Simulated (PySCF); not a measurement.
Species: `C=C(C)[C@]1(CC)CCO[SiH2]1`. The columns A, B, C and D hold Mulliken, IAO, Hirshfeld and ESP-fitted charges (e) of one PBE0/pcSseg-1 density (PySCF), in a shuffled order. Coordinates in Å (PBE0-D3(BJ)/def2-SVP); the density's dipole moment is (0.48, 1.47, 0.83) D.

| atom | x | y | z | A | B | C | D |
| --- | --- | --- | --- | --- | --- | --- | --- |
| C1 | 2.041 | 0.268 | 1.630 | -0.086 | -0.617 | -0.349 | -0.118 |
| C2 | 1.603 | 0.565 | 0.399 | -0.274 | +0.217 | +0.027 | +0.014 |
| C3 | 2.552 | 1.085 | -0.645 | -0.169 | -0.531 | -0.409 | -0.112 |
| C4 | 0.167 | 0.415 | -0.038 | -0.721 | +0.009 | -0.240 | -0.064 |
| C5 | -0.429 | 1.768 | -0.502 | -0.174 | +0.227 | -0.239 | -0.065 |
| C6 | -0.424 | 2.854 | 0.564 | -0.242 | -0.421 | -0.407 | -0.118 |
| C7 | -0.756 | -0.284 | 0.980 | -0.213 | -0.302 | -0.274 | -0.077 |
| C8 | -1.969 | -0.852 | 0.244 | +0.139 | +0.044 | -0.044 | +0.005 |
| O9 | -1.542 | -1.424 | -0.978 | -0.632 | -0.480 | -0.641 | -0.243 |
| Si10 | -0.047 | -0.838 | -1.469 | +0.867 | +0.678 | +0.955 | +0.385 |
| H11 | 3.098 | 0.375 | 1.888 | +0.103 | +0.217 | +0.140 | +0.040 |
| H12 | 1.377 | -0.088 | 2.420 | +0.111 | +0.191 | +0.139 | +0.039 |
| H13 | 2.498 | 0.490 | -1.574 | +0.130 | +0.118 | +0.135 | +0.041 |
| H14 | 3.591 | 1.065 | -0.291 | +0.121 | +0.164 | +0.147 | +0.047 |
| H15 | 2.313 | 2.124 | -0.927 | +0.134 | +0.164 | +0.143 | +0.044 |
| H16 | -1.461 | 1.603 | -0.857 | +0.123 | -0.007 | +0.126 | +0.037 |
| H17 | 0.120 | 2.125 | -1.388 | +0.125 | -0.044 | +0.127 | +0.034 |
| H18 | -1.020 | 2.569 | 1.444 | +0.111 | +0.105 | +0.131 | +0.036 |
| H19 | -0.846 | 3.791 | 0.170 | +0.119 | +0.097 | +0.140 | +0.041 |
| H20 | 0.598 | 3.062 | 0.916 | +0.125 | +0.107 | +0.139 | +0.033 |
| H21 | -0.207 | -1.121 | 1.443 | +0.141 | +0.118 | +0.135 | +0.038 |
| H22 | -1.063 | 0.387 | 1.800 | +0.135 | +0.097 | +0.134 | +0.042 |
| H23 | -2.470 | -1.626 | 0.847 | +0.122 | +0.092 | +0.143 | +0.044 |
| H24 | -2.718 | -0.063 | 0.043 | +0.107 | +0.064 | +0.120 | +0.033 |
| H25 | -0.132 | -0.213 | -2.822 | -0.104 | -0.163 | -0.138 | -0.079 |
| H26 | 0.981 | -1.922 | -1.489 | -0.096 | -0.142 | -0.137 | -0.081 |

Problem. Which column most likely holds the ESP-fitted charges?

Solution. B. Σ q r misses the density's dipole by 0.03 D (B), 0.92 D (A), 1.03 D (D), 1.27 D (C). Charges fitted to the outside potential are the only set here that is tied to the molecule's multipoles.

Problem. And the Hirshfeld charges?

Solution. D. The mean sizes are 0.074 e (D), 0.208 e (B), 0.209 e (A), 0.221 e (C), and Hirshfeld charges are commonly the smallest of these schemes.

As computed, A = Mulliken, B = ESP-fitted, C = IAO, D = Hirshfeld. Hydrogens on carbon: Mulliken +0.10 to +0.14, ESP-fitted -0.04 to +0.22, IAO +0.12 to +0.15, Hirshfeld +0.03 to +0.05 e.

The ESP scheme fits charges at the nuclei, held to the total charge, to the electrostatic potential on points at 1.4 to 2.0 times the van der Waals radii. The Hirshfeld scheme weights the molecular density at each point by an atom's share of the summed free-atom densities.

Geometry: PBE0-D3(BJ)/def2-SVP, one conformer, isolated molecule.
